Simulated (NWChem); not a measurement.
System: C3H3N2, doublet; SMILES [c]1cnc[nH]1

The following NWChem deck was run.

```
start job
memory heap 200 mb stack 900 mb global 1100 mb
geometry units angstroms noautoz
  C     -1.197609    -0.022473     0.000000
  C     -0.408327    -1.155244     0.000000
  N      0.908506    -0.738785     0.000000
  C      0.911115     0.589246     0.000000
  N     -0.369386     1.075426     0.000000
  H     -0.696406    -2.211477     0.000000
  H      1.803868     1.227852     0.000000
  H     -0.668881     2.051315     0.000000
end
basis spherical
  * library def2-svp
end
dft
  odft
  mult 2
  xc scan
  iterations 150
  mulliken
end
task dft energy
```

In the optimisation the excess spin sits in a' (Cs, its own frame). Structure relaxed at the PBE-D3(BJ)/def2-SVP, spin-unrestricted level. No stability test was run on the SCF state.

What results follow from this input? (SCAN/def2-SVP, spin-unrestricted.) Quantities: energy (Ha); highest occupied level (eV); lowest empty minus highest occupied level, either spin (eV); dipole (D); <S²>.


* **energy (Ha)**: -225.27
* **highest occupied level (eV)**: -5.81
* **lowest empty minus highest occupied level, either spin (eV)**: 2.21
* **dipole (D)**: 3.16
* **<S²>**: 0.762
